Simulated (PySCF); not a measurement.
C₂H₈O₂Si, SMILES OC[Si@@H](O)C. Atoms are numbered in the order given.

```xyz
13

C      2.1539    -0.3073     0.2708
Si     0.4555     0.1998    -0.3282
O     -0.1916     1.4735     0.5652
C     -0.8521    -1.1263    -0.0364
O     -2.1432    -0.5559    -0.1928
H      2.8929     0.4983     0.1328
H      2.5120    -1.1876    -0.2891
H      2.1289    -0.5689     1.3409
H      0.5205     0.6033    -1.7670
H      0.0374     2.3703     0.3047
H     -0.7184    -1.5862     0.9661
H     -0.7551    -1.9500    -0.7642
H     -2.1282     0.2847     0.2847
```
Charge 0, spin multiplicity 1.

Geometry: ωB97X-D3(BJ)/def2-SVP. The structure was generated by enumeration; whether it is a known compound was not checked. One conformer was computed; it need not be the lowest.

Two levels are set side by side: PBE/pcSseg-1 (PySCF) and B3LYP/pcSseg-1 (PySCF). GIAO shifts against H2O (¹⁷O), TMS (²⁹Si), TMS (¹H), TMS (¹³C) at the same level; non-relativistic, no solvent, atoms listed together averaged. Differences are taken from unrounded values.

```tsv
quantity	B3LYP
δ(¹³C) of C1 (ppm)	1.3
δ(²⁹Si) of Si2 (ppm)	2.3
δ(¹⁷O) of O3 (ppm)	23.1
δ(¹³C) of C4 (ppm)	57.0
δ(¹⁷O) of O5 (ppm)	-1.7
δ(¹H) of H9 (ppm)	5.13
δ(¹H) of H10 (ppm)	1.23
δ(¹H) of H13 (ppm)	1.34
```

Problem. What does PBE give, and how far is it from B3LYP? (An estimate is asked for; the answer gives what the named calculation found.)

Solution. 
```
quantity               PBE  PBE minus B3LYP
--------------------  ----  ---------------
δ(¹³C) of C1 (ppm)     1.3              0.0
δ(²⁹Si) of Si2 (ppm)   5.0              2.7
δ(¹⁷O) of O3 (ppm)    27.5              4.4
δ(¹³C) of C4 (ppm)    58.4              1.4
δ(¹⁷O) of O5 (ppm)     3.5              5.2
δ(¹H) of H9 (ppm)     5.41             0.28
δ(¹H) of H10 (ppm)    1.09            -0.14
δ(¹H) of H13 (ppm)    1.19            -0.16
```

Rough cost on one machine, each run with all the roots and properties that it gave: B3LYP against PBE within a factor of 2.
